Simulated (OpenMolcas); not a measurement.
## Ga⁺: RASPT2 settings compared

* Program: OpenMolcas 26.06
* Basis: ANO-R1 [5s4p3d1f]
* Scalar Hamiltonian: X2C, finite nucleus
* Active space: 2 electrons in 9 orbitals (RAS2 4s 4p; RAS3 4d, at most 2 electrons)
* State averaging: 2S+1 = 3 even, 3 roots; 2S+1 = 1 even, 7 roots; 2S+1 = 3 odd, 3 roots; 2S+1 = 1 odd, 3 roots
* Spin-orbit coupling: RASSI with atomic mean-field integrals over the reference wave functions, term energies averaged over their components

Methods on the same reference wave functions:
A. RASSCF
B. SS-RASPT2, IPEA 0.3 Eh, sigma2 regulariser 0.15 Eh (closed shells correlated: 3s 3p 3d)
C. SS-RASPT2, IPEA 0.75 Eh, imaginary shift 0.2 Eh (closed shells correlated: 3d)
D. SS-RASPT2, IPEA 0.6 Eh, sigma1 regulariser 0.3 Eh (closed shells correlated: 3d)
E. MS-RASPT2, IPEA 0.3 Eh, sigma2 regulariser 0.15 Eh (closed shells correlated: 3s 3p 3d)
F. MS-RASPT2, IPEA 0.75 Eh, imaginary shift 0.2 Eh (closed shells correlated: 3d)

Energies in cm-1 above 4s2 1S0, the measured ground level; measured values from NIST Handbook of Basic Atomic Spectroscopic Data.

```tsv
Level	A	B	C	D	E	F	Measured
4s2 1S0	0.0	0.0	0.0	0.0	0.0	0.0	0.0
4s 4p 3P* 0	43833	46010	45950	45950	46110	46040	47368
4s 4p 3P* 1	44267	46440	46390	46390	46540	46470	47814
4s 4p 3P* 2	45162	47340	47280	47280	47440	47370	48750
4s 4p 1P* 1	70800	70770	70950	70920	70870	71030	70701
4p2 3P0	111398	113770	113500	113470	113870	113590	
4p2 3P1	111880	114260	113990	113950	114360	114070	
4p2 3P2 [72 %]	112359	114890	114620	114590	114990	114710	
4p2 1D2 [72 %]	113638	116690	116430	116420	116790	116520	107721
4p2 1S0	134050	134450	134410	134360	134650	134580
```

Deviations, from unrounded energies. A percentage is the sum of absolute deviations over the sum of measured energies, with the sign that they share, or ± where signs differ.

```json
{"Against measurement": "mean absolute deviation (cm-1)", "Levels": "5", "A": "3300", "B": "2600", "C": "2700", "D": "2600", "E": "2600", "F": "2600"}
{"Against measurement": "other configurations (%)", "Levels": "5", "A": "±5.2", "B": "±4.1", "C": "±4.1", "D": "±4.1", "E": "±4.1", "F": "±4.1"}
```

B, C, D, E, F lie about equally close to measurement and A furthest from it. The largest miss of E in the table is 4p2 1D2 [72 %], by +9100 cm-1. The ranking rests on the paired levels alone, and a cruder setting can come out closer through cancelling errors.

Among B to F the level of the table that moves most is 4p2 3P1, by 410 cm-1 (lowest in D, highest in E). Moves below CASPT2's spread within the term are not significant.

The lowest spin-free term lies below A's lowest term by 0.483 hartree in B, 0.385 hartree in C, 0.386 hartree in D, 0.483 hartree in E, 0.386 hartree in F.

CASPT2 breaks the degeneracy within a term, and the mean is taken; among the terms shown or strongly mixed into the levels shown the widest spread is 19 cm-1 (4p2 1D, F). Active for correlation alone: 4d; no level in the range computed is led by a configuration that fills it, so any true level of that kind is missing. Without dynamic correlation excited terms often stand tens of per cent too high (terms of higher spin than the ground term too low), and those without a measured partner can miss by more than the paired ones (holds for A). Computed and measured levels are paired by configuration, term and J; levels that our copy of the source lacks, or whose pairing is in doubt (as where it misses far off the trend of its configuration), stay unpaired and out of the deviations. Only configurations of the active space appear.

A share in square brackets marks a mixed level and gives the weight of the term that names it, the lowest over the columns. * marks odd parity.
